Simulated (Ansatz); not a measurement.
Relaxation of C₃H₇NTe (12 atoms, charge 0, multiplicity 1), to a largest force component of 0.02 eV/Å in at most 50 steps.

Computed with RKS B3LYP-D4/def2-SVP (Ansatz 0.2.0).

```xyz
12
Properties=species:S:1:pos:R:3
C -0.529 1.299 1.083
C -0.408 0.043 0.835
N 0.449 -0.730 1.627
Te -1.376 -0.871 -0.762
C 0.175 -0.454 -2.105
H -1.332 0.618 0.896
H -0.024 1.838 1.883
H 0.650 -1.730 1.434
H 1.016 -0.286 2.475
H 1.100 -0.932 -1.690
H -0.075 -0.833 -3.078
H 0.346 0.659 -2.121
```

**Question.** Where does it end, and by what steps?

**Answer.** The forces met the threshold. The force dipped under the threshold on the way, but the program's further checks kept it going. After 23 steps the energy has fallen by 5.198 eV; H6 moved furthest, 1.22 Å. The start is strongly strained (largest force component 9 eV/Å), so its close contacts needn't be bonds. Parted: C2–H6 (1.09 → 2.13 Å).

```csv
step,energy less start (eV),largest force component (eV/Å),accepted
0,0.0000,8.683,yes
1,-1.7972,5.096,yes
2,-2.7507,2.888,yes
3,-3.5158,2.685,yes
4,-4.2267,1.923,yes
5,-4.7037,1.201,yes
6,-4.8979,1.278,yes
7,-5.0062,1.894,yes
8,-5.0894,0.690,yes
9,-5.1417,0.208,yes
10,-5.1382,0.355,no
11,-5.1584,0.129,yes
12,-5.1694,0.103,yes
13,-5.1802,0.183,yes
14,-5.1823,0.258,yes
15,-5.1882,0.231,yes
16,-5.1943,0.124,yes
17,-5.0546,1.724,no
18,-5.1964,0.056,yes
19,-5.1973,0.044,yes
20,-5.1977,0.051,yes
21,-5.1980,0.007,yes
22,-5.1981,0.014,yes
23,-5.1981,0.019,yes
```

```xyz
12
Properties=species:S:1:pos:R:3
C -0.846 1.152 1.557
C -0.398 0.075 0.888
N 0.756 -0.641 1.180
Te -1.456 -0.645 -0.841
C 0.305 -0.629 -2.129
H -1.674 1.752 1.183
H -0.368 1.467 2.492
H 0.675 -1.651 1.098
H 1.235 -0.355 2.031
H 1.163 -0.896 -1.499
H 0.160 -1.379 -2.918
H 0.441 0.369 -2.564
```

Whether the end is a true minimum wasn't checked by a vibrational analysis.

The run took 3 min on 2 threads of Arm Neoverse N1, with other jobs on the host, peak memory 0.3 GiB.
